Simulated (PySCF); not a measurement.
Frontier orbitals and the lowest excitations

Compound: C4H4F4O2.
Z-matrix (Å and degrees, GFN2-xTB geometry), rows numbered from 1:
```
F 
C   1  1.3493
F   2  1.3489  1  106.57
C   2  1.5303  1  110.88  3   119.43
O   4  1.4175  2  109.02  1    70.97
C   5  1.3706  4  107.00  2  -136.68
F   6  1.3727  5  109.14  4   -88.97
O   6  1.3731  5  108.01  4    30.43
C   8  1.3853  6  107.12  5   -33.39
F   9  1.3639  4  109.51  2  -127.00
H   2  1.0993  1  108.40  3  -117.26
H   4  1.0979  2  109.29  1  -167.07
H   6  1.0947  5  111.67  4   153.11
H   9  1.0949  4  115.42  2    -6.18
```

Computed with TDDFT B3LYP/def2-SVPD, vertical, gas phase, core orbitals frozen in the response (PySCF).

Frontier orbitals with the atoms that hold most of them (Löwdin shares over 4%, at most four atoms; ? is withheld):

```
orbital  ε (eV)                            atoms
 LUMO+2    0.71  O5 14%, F3 12%, H14 12%, C9 10%
 LUMO+1    0.50  H11 11%, F3 10%, O5 10%, O8 10%
   LUMO       ?                                ?
   HOMO   -9.22                                ?
 HOMO-1   -9.77   O8 24%, F10 20%, C9 10%, C4 9%
 HOMO-2  -10.25   O8 34%, F10 14%, C4 10%, F7 8%
 HOMO-3  -10.90   F7 35%, F10 20%, O8 10%, C6 7%
```

(1) Give the leading atoms of the LUMO.

(2) Give the leading atoms of the HOMO.

(3) What is the LUMO energy, and the HOMO–LUMO gap?

Results:

(1) C2 (bonded to C, 2 F and H) 19%; H11 (bonded to C) 13%; O5 (bonded to 2 C) 10%; C4 (bonded to 2 C, O and H) 8%. By element: carbon 27% or more, hydrogen 13% or more, oxygen 10% or more.

(2) O5 (bonded to 2 C) 49%; O8 (bonded to 2 C) 10%; C4 (bonded to 2 C, O and H) 10%; F7 (bonded to C) 8%. By element: oxygen 59%, carbon 10% or more, fluorine 8% or more.

(3) ε(LUMO) = 0.28 eV; the gap is 9.51 eV (0.3493 hartree).

Problem. The HOMO–LUMO gap is 9.51 eV. Where does the response calculation put the lowest singlet, and from which orbitals?

Solution. S1 is at 8.56 eV (f = 0.0078), 0.94 eV below the gap, made of HOMO→LUMO (83%), HOMO→LUMO+1 (10%). Without the coupling terms of the response equations the lowest excitation would equal the gap.

Problem. One configuration dominates each of S1, S2, S4 and S5. Which, and how do the shares of the two leading atoms of either orbital change from the occupied to the empty one?

Solution. 
- S1 (8.56 eV, f 0.0078), HOMO→LUMO (83%): O5 49% → 10%, O8 10% → at most 9%, C2 at most 8% → 19%, H11 at most 8% → 13%
- S2 (8.67 eV, f 0.011), HOMO→LUMO+1 (71%): O5 49% → 10%, O8 10% → 10%, H11 at most 8% → 11%, F3 at most 8% → 10%
- S4 (9.19 eV, f 0.0088), HOMO-1→LUMO (79%): O8 24% → at most 9%, F10 20% → at most 9%, C2 at most 9% → 19%, H11 at most 9% → 13%
- S5 (9.30 eV, f 0.011), HOMO-1→LUMO+1 (70%): O8 24% → 10%, F10 20% → at most 10%, H11 at most 9% → 11%, F3 at most 9% → 10%

The run took 2.2 min of wall time (with the writing of density and orbital grids) on an Arm Neoverse N1 with one thread, shared host with 64 logical CPUs at a one-minute load of 62, and the process peaked at 0.96 GiB of memory.

One conformer stands for the species.

Without π bonds the low states are Rydberg-like; a valence basis with one diffuse set may place them up to an eV too high.
